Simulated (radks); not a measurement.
Task: Valence configurations of Tl+. Method: non-relativistic Kohn-Sham, BLYP, spin-polarised, spherical densities, point nucleus; open shells are filled with parallel spins first (spin-orbit coupling, left out, can overturn this in heavy ions); relativity is left out, which matters for an element this heavy; computed with a radial shooting solver on a logarithmic mesh with Libxc functionals. Order these by energy: [Xe] 4f14 5d10 6s1.5 6p0.5; [Xe] 4f14 5d10 6s1 6p1; [Xe] 4f12 5d10 6s2 6p2; [Xe] 4f14 5d9.5 6s2 6p0.5; [Xe] 4f14 5d8 6s2 6p2; [Xe] 4f13 5d10 6s2 6p1; [Hg]; [Xe] 4f13.5 5d10 6s2 6p0.5; [Xe] 4f13 5d10 6s1 6p2; [Xe] 4f14 5d9 6s2 6p1.

Result: From the lowest, in eV above it: [Hg] 0.000; [Xe] 4f14 5d10 6s1.5 6p0.5 2.669; [Xe] 4f14 5d10 6s1 6p1 5.124; [Xe] 4f14 5d9.5 6s2 6p0.5 8.760; [Xe] 4f14 5d9 6s2 6p1 18.214; [Xe] 4f14 5d8 6s2 6p2 39.176; [Xe] 4f13.5 5d10 6s2 6p0.5 67.068; [Xe] 4f13 5d10 6s2 6p1 138.51; [Xe] 4f13 5d10 6s1 6p2 143.80; [Xe] 4f12 5d10 6s2 6p2 294.85. NIST lists [Hg] as the ground configuration; this level of theory agrees among the configurations tried. The energies are those of spherical high-spin densities, not of single terms. Relativity is left out, which favours d and f over s occupation in heavy atoms.
